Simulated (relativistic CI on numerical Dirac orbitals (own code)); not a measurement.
**V³⁺ in a cubic cluster: 3s photoemission with charge transfer**

Computed with a charge-transfer multiplet model of a cubic metal-ligand cluster with up to 2 ligand holes, Slater and spin-orbit integrals from Dirac-Coulomb-Breit ions, Slater integrals scaled by 0.9. The parameters are those of a tetrahedral site (10Dq negative, t2 hopping the larger). The ground state mixes d2 with configurations of k ligand holes L, whose averages lie at kΔ + k(k − 1)U_dd/2; a core hole lowers each added d electron by U_cd. 300 K, Lorentzian 1.4 eV and Gaussian 0.8 eV FWHM.

Atomic integrals in eV (Slater integrals scaled, ζ unscaled), ground: F2dd 9.064, F4dd 5.680, zeta_d 0.024; with the core hole: F2dd 10.027, F4dd 6.323, zeta_d 0.030, G2cd 10.061.

Cluster parameters (eV): U_dd = 5.7, U_cd = 6.9, 10Dq = -0.15, 10Dq(ligand) = 0, V(eg) = 0.68, V(t2g) = -1.15, final-state hopping factor = 0.8.

```tsv
Case	n_d	d2	d3L	d4L2	S
Δ = -0.4 eV	2.88	0.25	0.63	0.12	1.00
Δ = 1.6 eV	2.60	0.45	0.49	0.06	1.00
Δ = 3.6 eV	2.36	0.66	0.32	0.02	1.00
```

Weights, n_d and S are thermal averages at 300 K. Binding energies count from the first peak over 30 % of the highest in each spectrum, which can be another peak from case to case. The parameters are a model scan and need not match a compound or its usual spin state. Peaks in eV (height, largest 100):
- Δ = -0.4 eV: 0.0 (95), 3.8 (100), 9.2 (95), 14.5 (45), 21.2 (11)
- Δ = 1.6 eV: 0.0 (98), 3.3 (83), 8.5 (100), 13.8 (33), 18.0 (17)
- Δ = 3.6 eV: 0.0 (75), 3.8 (55), 7.9 (100), 13.5 (29)

Curve for Δ = 3.6 eV (points under 2 left out, the grid thinned):

```csv
E (eV),Intensity
-3.7,4.2
-3.2,5.4
-2.7,7.1
-2.2,10.1
-1.7,15.7
-1.1,30.5
-0.6,54.6
-0.1,74.8
0.4,64.4
0.9,40.3
1.4,26.3
1.9,22.7
2.4,26.9
2.9,38.7
3.5,53.1
4.0,53.9
4.5,44.7
5.0,34.9
5.5,29.8
6.0,31.1
6.5,42.0
7.0,65.5
7.5,92.4
8.1,96.4
8.6,74.5
9.1,53.6
9.6,39.2
10.1,27.7
10.6,20.2
11.1,16.6
11.6,15.1
12.2,16.3
12.7,21.2
13.2,27.6
13.7,28.8
14.2,22.9
14.7,16.3
15.2,12.9
15.7,11.9
16.2,10.1
16.8,6.4
17.3,4.4
17.8,3.2
18.3,2.6
18.8,2.1
```

For the case Δ = 1.6 eV, Δ = 1.6 eV is smaller than U_dd = 5.7 eV, the charge-transfer side of the Zaanen-Sawatzky-Allen scheme. With the core hole the configuration with one ligand hole lies at Δ − U_cd = -7.3, -5.3, -3.3 eV from the one without, in the order of the table; where this is negative the screened configuration lies lower.

With at most 2 ligand holes the space is cut while the next configuration still counts, so covalency is underestimated, and a final configuration with one more ligand hole, which can lie low, is missing from the spectra.

Without intra-shell correlation the exchange splitting of the 3s hole comes out too large.
